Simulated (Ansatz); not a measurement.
`O[SiH]O[SiH2]O`, charge 0, multiplicity 2.

(1) Give a relaxed structure at PBE0-D4/def2-TZVP (Ansatz 0.2.0). (Estimate.)

Results:

(1) Computed: 
Cartesian coordinates in Å:
```
O -0.9594 -0.8872 1.7541
Si 0.6598 -0.6272 1.6725
O 1.0071 0.3740 0.4046
Si 0.4103 0.6278 -1.0854
O -0.9986 -0.2363 -1.1724
H -1.3985 -0.9608 0.8990
H 1.0475 0.0749 2.9322
H 1.3497 0.1392 -2.1263
H 0.1505 2.0755 -1.2536
H -1.2684 -0.5798 -2.0247
```
This is one stationary point; other conformers may exist.
